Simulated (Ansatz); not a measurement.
A run of Ansatz (development build ahead of 0.2.0) on doublet H₉ at this shape:

| atom | x (Å) | y (Å) | z (Å) |
| --- | --- | --- | --- |
| H | 0.0000 | 0.0000 | 0.0000 |
| H | 0.0000 | 0.0000 | 2.4000 |
| H | 0.0000 | 0.0000 | 4.8000 |
| H | 0.0000 | 0.0000 | 7.2000 |
| H | 0.0000 | 0.0000 | 9.6000 |
| H | 0.0000 | 0.0000 | 12.0000 |
| H | 0.0000 | 0.0000 | 14.4000 |
| H | 0.0000 | 0.0000 | 16.8000 |
| H | 0.0000 | 0.0000 | 19.2000 |

Its results:

| Property | Result |
| --- | --- |
| Converged | yes |
| Total energy | -4.52735 hartree |
| Spin squared of the determinant | 4.280 |
| Stability test | minimum |

Forces (eV/Å):
```json
{"atom": "H1", "Fx": "0.000", "Fy": "0.000", "Fz": "0.260"}
{"atom": "H2", "Fx": "0.000", "Fy": "0.000", "Fz": "0.006"}
{"atom": "H3", "Fx": "0.000", "Fy": "0.000", "Fz": "-0.001"}
{"atom": "H4", "Fx": "0.000", "Fy": "0.000", "Fz": "0.000"}
{"atom": "H5", "Fx": "0.000", "Fy": "0.000", "Fz": "0.000"}
{"atom": "H6", "Fx": "0.000", "Fy": "0.000", "Fz": "0.000"}
{"atom": "H7", "Fx": "0.000", "Fy": "0.000", "Fz": "0.001"}
{"atom": "H8", "Fx": "0.000", "Fy": "0.000", "Fz": "-0.006"}
{"atom": "H9", "Fx": "0.000", "Fy": "0.000", "Fz": "-0.260"}
```

Task: Which input gives this output? Name the method, the orbitals and the basis set, and write the input.

Result: PBE0 (unrestricted) in def2-SVP.

```yaml
crystal:
  periodic: [false, false, false]
  atoms:
    - { symbol: H, position_ang: [0.0, 0.0, 0.0] }
    - { symbol: H, position_ang: [0.0, 0.0, 2.4] }
    - { symbol: H, position_ang: [0.0, 0.0, 4.8] }
    - { symbol: H, position_ang: [0.0, 0.0, 7.2] }
    - { symbol: H, position_ang: [0.0, 0.0, 9.6] }
    - { symbol: H, position_ang: [0.0, 0.0, 12.0] }
    - { symbol: H, position_ang: [0.0, 0.0, 14.4] }
    - { symbol: H, position_ang: [0.0, 0.0, 16.8] }
    - { symbol: H, position_ang: [0.0, 0.0, 19.2] }
basis:
  gaussian: { orbitals: def2-SVP }
magnetization:
  spin_polarized: true
  initial_magnetization: 1
hamiltonian:
  xc: pbe0
output:
  forces: true
```

Caution: the unrestricted determinant is a mixture of spin states.
